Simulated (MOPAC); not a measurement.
Input for MOPAC: PM7 on C3H10O2 (a complex), monomers drawn apart or pushed together.

```
PM7 1SCF PRECISE CHARGE=0 THREADS=1
C3H10O2

C      0.13632074 1    -0.07180237 1    -0.24360279 1
O      0.37616137 1     0.91958617 1     0.73599155 1
H      0.78906321 1    -0.94520369 1    -0.12156709 1
H      0.34250758 1     0.37162305 1    -1.21820739 1
H     -0.90467890 1    -0.41821696 1    -0.23988016 1
H      0.20181930 1     0.53538961 1     1.61094881 1
C     -1.17820421 1     0.38384570 1     5.50596138 1
O     -0.14866748 1    -0.28818624 1     4.80240303 1
C      1.08034747 1    -0.30669039 1     5.50704539 1
H     -0.90631913 1     1.42712443 1     5.70303266 1
H     -1.38940114 1    -0.11495529 1     6.45858891 1
H     -2.06811281 1     0.35740968 1     4.88022448 1
H      1.43728798 1     0.71032061 1     5.70538965 1
H      1.80427664 1    -0.82412631 1     4.88074383 1
H      0.97608814 1    -0.83979057 1     6.45874105 1
```

The log:

```
*******************************************************************************
 **                                                                           **
 **                              MOPAC v23.2.5                                **
 **                                                                           **
 *******************************************************************************
 ** MOPAC's Digital Object Identifier: https://doi.org/10.5281/zenodo.6511958 **
 **                                                                           **
 ** Please cite the open-source release paper for use of this MOPAC version:  **
 ** J. E. Moussa and J. J. P. Stewart (2026)                                  **
 ** MOPAC: An open-source semiempirical molecular orbital program             **
 ** J. Open Source Softw., 11(119), 8025, https://doi.org/10.21105/joss.08025 **
 *******************************************************************************

                              PM7 CALCULATION RESULTS

 *******************************************************************************
 *  PM7        - The PM7 Hamiltonian to be used
 *
 *
 *
 *                 CHARGE ON SYSTEM = 0
 *
 *
 *
 *  PRECISE    - TIGHTER CRITERIA TO BE USED
 *  1SCF       - DO 1 SCF AND THEN STOP
 *  THREADS=1  - MULTI-THREADING NOT USED
 *  T=         - A TIME OF 172800.0 SECONDS REQUESTED
 *  DUMP=N     - RESTART FILE WRITTEN EVERY 7200.0 SECONDS REQUESTED
 *******************************************************************************
PM7 1SCF PRECISE CHARGE=0 THREADS=1
 C3H10O2

   ATOM   CHEMICAL          X               Y               Z
  NUMBER   SYMBOL      (ANGSTROMS)     (ANGSTROMS)     (ANGSTROMS)

     1       C          0.13632074  *  -0.07180237  *  -0.24360279  *
     2       O          0.37616137  *   0.91958617  *   0.73599155  *
     3       H          0.78906321  *  -0.94520369  *  -0.12156709  *
     4       H          0.34250758  *   0.37162305  *  -1.21820739  *
     5       H         -0.90467890  *  -0.41821696  *  -0.23988016  *
     6       H          0.20181930  *   0.53538961  *   1.61094881  *
     7       C         -1.17820421  *   0.38384570  *   5.50596138  *
     8       O         -0.14866748  *  -0.28818624  *   4.80240303  *
     9       C          1.08034747  *  -0.30669039  *   5.50704539  *
    10       H         -0.90631913  *   1.42712443  *   5.70303266  *
    11       H         -1.38940114  *  -0.11495529  *   6.45858891  *
    12       H         -2.06811281  *   0.35740968  *   4.88022448  *
    13       H          1.43728798  *   0.71032061  *   5.70538965  *
    14       H          1.80427664  *  -0.82412631  *   4.88074383  *
    15       H          0.97608814  *  -0.83979057  *   6.45874105  *



          CARTESIAN COORDINATES

    NO.       ATOM           X           Y           Z

     1         C          0.1363     -0.0718     -0.2436
     2         O          0.3762      0.9196      0.7360
     3         H          0.7891     -0.9452     -0.1216
     4         H          0.3425      0.3716     -1.2182
     5         H         -0.9047     -0.4182     -0.2399
     6         H          0.2018      0.5354      1.6109
     7         C         -1.1782      0.3838      5.5060
     8         O         -0.1487     -0.2882      4.8024
     9         C          1.0803     -0.3067      5.5070
    10         H         -0.9063      1.4271      5.7030
    11         H         -1.3894     -0.1150      6.4586
    12         H         -2.0681      0.3574      4.8802
    13         H          1.4373      0.7103      5.7054
    14         H          1.8043     -0.8241      4.8807
    15         H          0.9761     -0.8398      6.4587

 General Reference for PM7:
 "Optimization of Parameters for Semiempirical Methods VI: More Modifications to the
 NDDO Approximations and Re-optimization of Parameters", J. J. P. Stewart, J. Mol. Mod., 1:32, 19 (2013)
 https://link.springer.com/article/10.1007/s00894-012-1667-x

           Empirical Formula: C3 H10 O2  =    15 atoms



      MOLECULAR POINT GROUP   :   Cs


      RHF CALCULATION, NO. OF DOUBLY OCCUPIED LEVELS = 17


 -------------------------------------------------------------------------------
 PM7 1SCF PRECISE CHARGE=0 THREADS=1
 C3H10O2



     1SCF WAS SPECIFIED, SO BFGS WAS NOT USED
     SCF FIELD WAS ACHIEVED


                              PM7 CALCULATION
                                                       MOPAC v23.2.5 Linux




          FINAL HEAT OF FORMATION =        -94.78284 KCAL/MOL =    -396.57142 KJ/MOL


          COSMO AREA              =        153.92 SQUARE ANGSTROMS
          COSMO VOLUME            =        124.86 CUBIC ANGSTROMS

          IONIZATION POTENTIAL    =         10.033693 EV
          HOMO LUMO ENERGIES (EV) =        -10.034  2.327
          NO. OF FILLED LEVELS    =         17
          MOLECULAR WEIGHT        =         78.1108         POINT GROUP:  Cs

          MOLECULAR DIMENSIONS (Angstroms)

            Atom       Atom       Distance
            H    11    H     4     7.88476
            H    14    H    12     3.97334
            H     5    H    10     2.49620


          SCF CALCULATIONS        =          1





   ATOM   CHEMICAL          X               Y               Z
  NUMBER   SYMBOL      (ANGSTROMS)     (ANGSTROMS)     (ANGSTROMS)

     1       C          0.13632074  *  -0.07180237  *  -0.24360279  *
     2       O          0.37616137  *   0.91958617  *   0.73599155  *
     3       H          0.78906321  *  -0.94520369  *  -0.12156709  *
     4       H          0.34250758  *   0.37162305  *  -1.21820739  *
     5       H         -0.90467890  *  -0.41821696  *  -0.23988016  *
     6       H          0.20181930  *   0.53538961  *   1.61094881  *
     7       C         -1.17820421  *   0.38384570  *   5.50596138  *
     8       O         -0.14866748  *  -0.28818624  *   4.80240303  *
     9       C          1.08034747  *  -0.30669039  *   5.50704539  *
    10       H         -0.90631913  *   1.42712443  *   5.70303266  *
    11       H         -1.38940114  *  -0.11495529  *   6.45858891  *
    12       H         -2.06811281  *   0.35740968  *   4.88022448  *
    13       H          1.43728798  *   0.71032061  *   5.70538965  *
    14       H          1.80427664  *  -0.82412631  *   4.88074383  *
    15       H          0.97608814  *  -0.83979057  *   6.45874105  *

                             CARTESIAN COORDINATES

   1    C        0.136320740    -0.071802370    -0.243602790
   2    O        0.376161370     0.919586170     0.735991550
   3    H        0.789063210    -0.945203690    -0.121567090
   4    H        0.342507580     0.371623050    -1.218207390
   5    H       -0.904678900    -0.418216960    -0.239880160
   6    H        0.201819300     0.535389610     1.610948810
   7    C       -1.178204210     0.383845700     5.505961380
   8    O       -0.148667480    -0.288186240     4.802403030
   9    C        1.080347470    -0.306690390     5.507045390
  10    H       -0.906319130     1.427124430     5.703032660
  11    H       -1.389401140    -0.114955290     6.458588910
  12    H       -2.068112810     0.357409680     4.880224480
  13    H        1.437287980     0.710320610     5.705389650
  14    H        1.804276640    -0.824126310     4.880743830
  15    H        0.976088140    -0.839790570     6.458741050


           Empirical Formula: C3 H10 O2  =    15 atoms



      MOLECULAR POINT GROUP   :   Cs


                  EIGENVALUES
 -29.63000 -29.17365 -24.89858 -23.95595 -23.46867 -17.15717 -16.40244 -15.97364
 -15.89461 -14.86509 -14.58381 -13.55344 -12.94868 -12.17685 -12.13708 -10.48115
 -10.03369   2.32655   3.17830   4.59041   5.48115   5.49183   5.50576   5.52423
   5.56365   5.70773   6.12457   6.18116   6.37623   6.52227


              NET ATOMIC CHARGES AND DIPOLE CONTRIBUTIONS

  ATOM NO.   TYPE          CHARGE      No. of ELECS.   s-Pop       p-Pop
    1          C          -0.165366        4.1654     1.06970     3.09566
    2          O          -0.516297        6.5163     1.85150     4.66480
    3          H           0.114915        0.8851     0.88508
    4          H           0.140563        0.8594     0.85944
    5          H           0.115137        0.8849     0.88486
    6          H           0.311028        0.6890     0.68897
    7          C          -0.202066        4.2021     1.07709     3.12498
    8          O          -0.363436        6.3634     1.87989     4.48355
    9          C          -0.202277        4.2023     1.07714     3.12513
   10          H           0.121670        0.8783     0.87833
   11          H           0.119704        0.8803     0.88030
   12          H           0.142435        0.8576     0.85757
   13          H           0.121785        0.8782     0.87821
   14          H           0.142295        0.8577     0.85770
   15          H           0.119911        0.8801     0.88009
 DIPOLE           X         Y         Z       TOTAL
 POINT-CHG.    -0.327    -1.116     1.453     1.861
 HYBRID        -0.036    -0.044     0.275     0.281
 SUM           -0.363    -1.161     1.729     2.114


          ATOMIC ORBITAL ELECTRON POPULATIONS

     Atom    s        px        py        pz
    1  C   1.06970   1.12308   0.98905   0.98353
    2  O   1.85150   1.93400   1.42763   1.30317
    3  H   0.88508
    4  H   0.85944
    5  H   0.88486
    6  H   0.68897
    7  C   1.07709   0.96891   1.07336   1.08271
    8  O   1.87989   1.24857   1.79098   1.44400
    9  C   1.07714   0.90085   1.14173   1.08255
   10  H   0.87833
   11  H   0.88030
   12  H   0.85757
   13  H   0.87821
   14  H   0.85770
   15  H   0.88009

 **********************
 *                    *
 * JOB ENDED NORMALLY *
 *                    *
 **********************




 == MOPAC DONE ==
```

The run finished.

Cost: about 0.04 core-seconds (a rough figure).
